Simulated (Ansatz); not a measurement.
This geometry of ClH3Sn + H2O (8 atoms, charge 0, multiplicity 1) is a first-order saddle point.

Method: RKS revPBE-D4/def2-SVP in Ansatz 0.2.0.

```xyz
8
Properties=species:S:1:pos:R:3
Sn 0.049 0.220 -0.116
H 1.083 -0.500 1.622
H 1.394 -0.298 -1.060
Cl -0.690 2.109 -1.428
H -1.372 -0.704 0.156
O 0.336 1.560 1.609
H 0.869 2.368 1.445
H 0.923 0.538 1.871
```

Q: Which two structures does it join? (They come from a converged band through this point; their orientation in space is the band's.)

A: Bonds broken: Sn1–H2, O6–H8. Bonds formed: Sn1–O6, H2–H8. ClH3Sn + H2O becomes ClH3OSn + H2.

Initial state:

```xyz
8
Properties=species:S:1:pos:R:3
Sn 0.000 -0.328 -0.017
H 0.116 -0.758 1.648
H 1.468 -0.122 -0.886
Cl -1.287 1.717 -0.187
H -1.051 -1.444 -0.834
O 1.458 1.917 1.294
H 1.157 1.894 2.222
H 0.732 2.416 0.859
```

Final state:

```xyz
8
Properties=species:S:1:pos:R:3
Sn 0.289 0.231 -0.835
H -0.082 0.949 3.882
H 1.408 0.397 -2.143
Cl -1.456 1.801 -1.252
H -0.394 -1.315 -0.529
O 1.156 0.728 0.914
H 1.475 1.652 0.889
H 0.198 0.849 3.173
```

Q: How far does it lie above each of them?

A: 30.7 kcal/mol above the first and 25.4 kcal/mol above the second. This is the barrier of this one path; another mechanism may lie lower. The orbitals stay closed-shell, which can raise the energy where a bond breaks towards radicals; this wasn't checked here.

The run took 6.8 min on 1 thread of Arm Neoverse V2 (shared host), peak memory 0.13 GiB.
